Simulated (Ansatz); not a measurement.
Ansatz (a quantum-chemistry and plane-wave program) input:

Ansatz 0.2 input:
```yaml
crystal:
  periodic: [false, false, false]
  atoms:
    - {symbol: C, position_ang: [-0.68063919, 1.62136650, 0.31209326]}
    - {symbol: C, position_ang: [-0.62435720, 0.30560876, 0.10748579]}
    - {symbol: Si, position_ang: [-2.18765046, -0.72127330, 0.10545487]}
    - {symbol: C, position_ang: [0.67599644, -0.40849767, -0.12811924]}
    - {symbol: O, position_ang: [1.77111474, 0.47644994, -0.10164028]}
    - {symbol: C, position_ang: [3.00362977, -0.17300103, -0.32080791]}
    - {symbol: H, position_ang: [0.21472865, 2.23075608, 0.31647154]}
    - {symbol: H, position_ang: [-1.62338161, 2.12719528, 0.48110520]}
    - {symbol: H, position_ang: [-3.34779024, 0.16329502, 0.35309859]}
    - {symbol: H, position_ang: [-2.36024832, -1.41338476, -1.19655789]}
    - {symbol: H, position_ang: [-2.12954027, -1.76925909, 1.15540464]}
    - {symbol: H, position_ang: [0.80674307, -1.19203092, 0.63616099]}
    - {symbol: H, position_ang: [0.63656281, -0.92952258, -1.09874859]}
    - {symbol: H, position_ang: [3.20177275, -0.92817977, 0.45061009]}
    - {symbol: H, position_ang: [3.78176729, 0.58739729, -0.28208125]}
    - {symbol: H, position_ang: [3.02979533, -0.66289925, -1.30262073]}
basis:
  gaussian:
    orbitals: def2-TZVPD
hamiltonian:
  xc: {name: B97M-V}
output: {forces: true}
```

Question: Predict the final energy.

Answer: -523.11435 Eh (B97M-V/def2-TZVPD). The basis has 321 functions.
